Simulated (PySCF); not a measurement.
How methods differ on the excitation energy of Mo⁺

Mo⁺ [Kr] 4d5 (6S) → Mo⁺ [Kr] 4d4 5p1 (high-spin determinant), as a difference of total energies. Calculation: PySCF 2.14, in def2-TZVPPD with the def2 core potential (28 electrons) (6s4p3d2f1g, 56 functions); a scalar-relativistic core potential. Correlated levels: valence and next inner shell: nothing frozen outside the core potential. The calculations carry no spin-orbit coupling.

| method | excitation energy (cm⁻¹) |
| --- | --- |
| UHF | 45108 |
| MP2 (valence and next inner shell) | 48948 |
| SCS-MP2 (valence and next inner shell) | 47382 |
| CCSD (valence and next inner shell) | 47842 |
| CCSD(T) (valence and next inner shell) | 47904 |

The determinant of the upper state mixes LS terms, which raises its energy above the lowest term, most at the Hartree-Fock and MP2 levels.
